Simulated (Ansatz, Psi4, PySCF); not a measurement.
BF₃ (SMILES FB(F)F), singlet, geometry from GFN2-xTB. Base run: BLYP/6-31G* (PySCF).

PySCF was given this input:
```python
from pyscf import gto, scf, dft

mol = gto.M(
    atom='''
B    -0.000000    0.000000   -0.000000
F    -0.006598    1.300362   -0.000881
F     1.129442   -0.644465    0.003252
F    -1.122844   -0.655897   -0.002371
''',
    basis='6-31g*',
    charge=0,
    spin=0,
    verbose=3,
)

mf = dft.RKS(mol)
mf.xc = 'blyp'
mf.kernel()
```

The same geometry, method and basis name were run in Ansatz (a quantum-chemistry and plane-wave program) and Psi4 and PySCF, at each program's defaults and at the settings that a row names. The base is PySCF at its defaults. Differences at the defaults can come from grids, fitting, cores and function types together.

| code and settings | ΔE vs base (mEh) | basis functions | E (Eh) | SCF cycles |
|---|---|---|---|---|
| PySCF, defaults (exact integrals, its default grid, spherical functions) | 0.000 | 56 | -324.50667 | 8 |
| Psi4, defaults (density fitting with its default set, its default grid, Cartesian functions) | (withheld) | 60 | (withheld) | 7 |
| Ansatz, defaults (factorised integrals, its default grid, Cartesian functions) | -4.209 | 60 | -324.51088 | - |
| PySCF, density fitting with def2-universal-jkfit | (withheld) | 56 | (withheld) | 8 |
| PySCF, fine grid | 0.006 | 56 | -324.50666 | 8 |
| Psi4, exact integrals, spherical functions, fine grid | 0.006 | 56 | -324.50666 | 9 |
| Ansatz, high accuracy, Cartesian functions as the basis file defines them | -4.207 | 60 | -324.51088 | - |

Q: Complete the blanks.

A: 
- Psi4, defaults (density fitting with its default set, its default grid, Cartesian functions), ΔE vs base (mEh): -4.264
- Psi4, defaults (density fitting with its default set, its default grid, Cartesian functions), E (Eh): -324.51093
- PySCF, density fitting with def2-universal-jkfit, ΔE vs base (mEh): -0.074
- PySCF, density fitting with def2-universal-jkfit, E (Eh): -324.50674
